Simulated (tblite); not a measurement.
Parent: `[H]/[N:1]=[CH:2]\[CH2:3][C@@H:4]1[CH2:5][SiH2:6]1` with N1–C2–C3–C4 126°, C2–C3–C4–C5 160°, C4H9NSi.

Computed geometry: GFN2-xTB, gas phase. One conformer each, not checked by frequencies here.

```csv
coordinate of the parent,value
N1=C2,1.253 Å
C2–C3,1.498 Å
C3–C4,1.514 Å
C4–C5,1.536 Å
C5–Si6,1.882 Å
C4–Si6,1.889 Å
N1–C2–C3,128.9°
C2–C3–C4,110.7°
C3–C4–C5,117.4°
C3–C4–Si6,122.0°
C5–C4–Si6,65.7°
C4–C5–Si6,66.2°
C4–Si6–C5,48.1°
```

Question: How does the shared frame change in `[H]/[N:1]=[CH:2]\[C@@H:3]([CH2:4][F:5])[C@H:6]1[CH2:7][SiH2:8]1` with N1–C2–C3–C4 135°, C2–C3–C4–F5 -176°, C2–C3–C6–C7 81°, C5H10FNSi? Atoms pair as N1 = N1, C2 = C2, C3 = C3, C4 = C6, C5 = C7, Si6 = Si8 (parent first).

Answer: 
```csv
parent,relative,value in the relative,change
N1=C2,N1=C2,1.253 Å,0.000
C2–C3,C2–C3,1.504 Å,+0.006
C3–C4,C3–C6,1.519 Å,+0.005
C4–C5,C6–C7,1.535 Å,-0.001
C5–Si6,C7–Si8,1.885 Å,+0.003
C4–Si6,C6–Si8,1.894 Å,+0.005
N1–C2–C3,N1–C2–C3,128.3°,-0.6
C2–C3–C4,C2–C3–C6,107.6°,-3.1
C3–C4–C5,C3–C6–C7,117.7°,+0.3
C3–C4–Si6,C3–C6–Si8,121.4°,-0.6
C5–C4–Si6,C7–C6–Si8,65.7°,0.0
C4–C5–Si6,C6–C7–Si8,66.4°,+0.2
C4–Si6–C5,C6–Si8–C7,47.9°,-0.2
```

Of the parent's bonds, C2–C3, C3–C4 and C4–Si6 change most and about equally (+0.005 to +0.006 Å). Bonds of the relative outside the shared frame: C3–C4 1.526, C4–F5 1.375 Å. Point group C1 → C1.

Question: How does the shared frame change in `[H]/[N:1]=[CH:2]\[C@@H:3]([O:4][SiH3:5])[C@H:6]1[CH2:7][SiH2:8]1` with N1–C2–C3–O4 -5°, C2–C3–O4–Si5 -95°, C2–C3–C6–C7 84°, C4H11NOSi2? Atoms pair as N1 = N1, C2 = C2, C3 = C3, C4 = C6, C5 = C7, Si6 = Si8 (parent first).

Answer: 
```json
{"parent": "N1=C2", "relative": "N1=C2", "value in the relative": "1.251 Å", "change": "-0.002"}
{"parent": "C2–C3", "relative": "C2–C3", "value in the relative": "1.511 Å", "change": "+0.013"}
{"parent": "C3–C4", "relative": "C3–C6", "value in the relative": "1.514 Å", "change": "0.000"}
{"parent": "C4–C5", "relative": "C6–C7", "value in the relative": "1.534 Å", "change": "-0.002"}
{"parent": "C5–Si6", "relative": "C7–Si8", "value in the relative": "1.884 Å", "change": "+0.002"}
{"parent": "C4–Si6", "relative": "C6–Si8", "value in the relative": "1.890 Å", "change": "+0.001"}
{"parent": "N1–C2–C3", "relative": "N1–C2–C3", "value in the relative": "127.5°", "change": "-1.4"}
{"parent": "C2–C3–C4", "relative": "C2–C3–C6", "value in the relative": "108.7°", "change": "-2.0"}
{"parent": "C3–C4–C5", "relative": "C3–C6–C7", "value in the relative": "117.5°", "change": "+0.1"}
{"parent": "C3–C4–Si6", "relative": "C3–C6–Si8", "value in the relative": "120.4°", "change": "-1.6"}
{"parent": "C5–C4–Si6", "relative": "C7–C6–Si8", "value in the relative": "65.8°", "change": "+0.1"}
{"parent": "C4–C5–Si6", "relative": "C6–C7–Si8", "value in the relative": "66.2°", "change": "0.0"}
{"parent": "C4–Si6–C5", "relative": "C6–Si8–C7", "value in the relative": "48.0°", "change": "-0.1"}
```

Of the parent's bonds, C2–C3 changes most (+0.013 Å). Bonds of the relative outside the shared frame: C3–O4 1.401, O4–Si5 1.618 Å. Point group C1 → C1.

Question: How does the shared frame change in `[H]/[N:1]=[CH:2]\[C@@H:3]([NH2:4])[C@H:5]1[CH2:6][SiH2:7]1` with N1–C2–C3–N4 142°, C2–C3–N4–H 58° and 177°, C2–C3–C5–C6 80°, C4H10N2Si? Atoms pair as N1 = N1, C2 = C2, C3 = C3, C4 = C5, C5 = C6, Si6 = Si7 (parent first).

Answer: 
```json
{"parent": "N1=C2", "relative": "N1=C2", "value in the relative": "1.253 Å", "change": "0.000"}
{"parent": "C2–C3", "relative": "C2–C3", "value in the relative": "1.505 Å", "change": "+0.007"}
{"parent": "C3–C4", "relative": "C3–C5", "value in the relative": "1.527 Å", "change": "+0.013"}
{"parent": "C4–C5", "relative": "C5–C6", "value in the relative": "1.534 Å", "change": "-0.002"}
{"parent": "C5–Si6", "relative": "C6–Si7", "value in the relative": "1.881 Å", "change": "-0.001"}
{"parent": "C4–Si6", "relative": "C5–Si7", "value in the relative": "1.892 Å", "change": "+0.003"}
{"parent": "N1–C2–C3", "relative": "N1–C2–C3", "value in the relative": "128.3°", "change": "-0.6"}
{"parent": "C2–C3–C4", "relative": "C2–C3–C5", "value in the relative": "106.2°", "change": "-4.5"}
{"parent": "C3–C4–C5", "relative": "C3–C5–C6", "value in the relative": "118.4°", "change": "+1.0"}
{"parent": "C3–C4–Si6", "relative": "C3–C5–Si7", "value in the relative": "121.8°", "change": "-0.2"}
{"parent": "C5–C4–Si6", "relative": "C6–C5–Si7", "value in the relative": "65.6°", "change": "-0.1"}
{"parent": "C4–C5–Si6", "relative": "C5–C6–Si7", "value in the relative": "66.4°", "change": "+0.2"}
{"parent": "C4–Si6–C5", "relative": "C5–Si7–C6", "value in the relative": "48.0°", "change": "-0.1"}
```

Of the parent's bonds, C3–C4 changes most (+0.013 Å). Bonds of the relative outside the shared frame: C3–N4 1.454 Å. Point group C1 → C1.
